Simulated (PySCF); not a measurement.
Working out the ionisation energy of Sb

Sb [Kr] 4d10 5s2 5p3 (4S) → Sb⁺ [Kr] 4d10 5s2 5p2 (3P). Computed with PySCF 2.14 in aug-cc-pVQZ-DK3 (9s8p6d3f2g, 102 functions), with scalar relativity by spin-free X2C-1e. Frozen: [Kr] 4d10. Energies in hartree (1 hartree = 27.21139 eV):

| part | Sb (lower) | Sb⁺ (upper) |
| --- | --- | --- |
| UHF | -6477.710516 | -6477.395428 |
| CCSD correlation | -0.076383 | -0.060866 |
| (T) | -0.002962 | -0.001596 |

Task: What does Hartree-Fock give?

Result: (-6477.395428) − (-6477.710516) = 0.315088 hartree = 8.574 eV.

Task: What do CCSD and CCSD(T) give?

Result: The CCSD correlation energies differ by 0.015517 hartree = 0.422 eV and the triples by 0.001366 hartree = 0.037 eV, so CCSD gives 8.996 eV and CCSD(T) 9.033 eV.

Measured between the centres of the two terms (NIST): 9.124 eV, so CCSD(T) (valence) is off by -0.091 eV.

What remains against the reference includes basis incompleteness, the frozen core and higher excitations.
